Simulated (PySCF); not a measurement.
This script is equivalent to a calculation on Pb (lead, neutral).

```python
from pyscf import gto, scf, dft, mp, cc
import basis_set_exchange as bse
mol = gto.M(atom="Pb 0 0 0", charge=0, spin=2, symmetry="D2h",
            basis=gto.basis.parse(bse.get_basis("aug-cc-pwCVTZ-DK3", elements=["Pb"], fmt="nwchem")),
            nucmod="G")
mf = dft.UKS(mol, xc="PBE").sfx2c1e()
mf.irrep_nelec = {'Ag': (12, 12), 'B1g': (3, 3), 'B2g': (3, 3), 'B3g': (3, 3), 'Au': (1, 1), 'B1u': (7, 6), 'B2u': (7, 6), 'B3u': (6, 6)}
mf.kernel()
```

(1) What total energy does it give?

(2) Which occupied shell lies highest, and where?

(3) What is ⟨S²⟩, and what would a pure spin state give?

Spin-orbit coupling is strong in this species (close to jj coupling), so the high-spin LS determinant is a model state, not a physical level.

Answers

(1) -20884.15 hartree (calculated).

(2) 6p α, at -3.930 eV.

(3) 2.002, against 2.00.
